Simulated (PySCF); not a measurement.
Coordinates in bohr (charge 0 multiplicity 5):
```
Pd    0.0110   -1.5722    0.0000
N     2.2562   -4.5493    0.0000
Br   -0.4078    2.9246    0.0000
```

Computed with UPBE0 in PySCF with Pd def2-SVP with ECP28, N def2-SVP, Br def2-SVP; scalar-relativistic core potentials, no spin–orbit coupling; density-fitted integrals.

This geometry of BrPdN is a stationary point at this level.

(1) What is the point group?

(2) Is it a minimum?

(3) Which band is strongest in the infrared?

(4) Give the ideal-gas entropy at 298.15 K and 1 bar by parts.

Answers

(1) Cs.

(2) Yes: all harmonic wavenumbers are real.

(3) 430 cm⁻¹ (a'), 59 km/mol.

(4) translation 174.9, rotation 107.1, vibration 25.6, spin 13.4; total 321.0 J/(mol K).

Only a few start shapes were tried, so a lower isomer may exist. Open d and f shells are described by one determinant, and the ground state may have another occupation or spin. At this level a triplet minimum of Cs symmetry lies 94 kJ/mol below this structure.
